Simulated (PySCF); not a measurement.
Isomers of C2H4B2. All species are isolated molecules in the gas phase. One relaxed conformer stands for each flexible species; it need not be the lowest. Strings in code marks are SMILES.

Delta-SCF ions had no search for a lower state. Excitations are Tamm–Dancoff values on a coarser integration grid. The basis has no diffuse functions, so Rydberg states are missing or too high.

A: `B1=BCC1`
B: `B1=C(B1)C`
C: `C1B(C)B=1`
D: `BC1=CB1`
E: `BB1C=C1`
F: `[H]/B=C/C=B/[H]`

Question: Order them by vertical ionisation energy (Delta-SCF) (lowest first) at the level CAM-B3LYP-D3(BJ)/def2-TZVP (PySCF).

Answer: A (7.33 eV), F (7.47 eV), C (10.04 eV), B (10.13 eV), D (10.31 eV), E (10.44 eV)
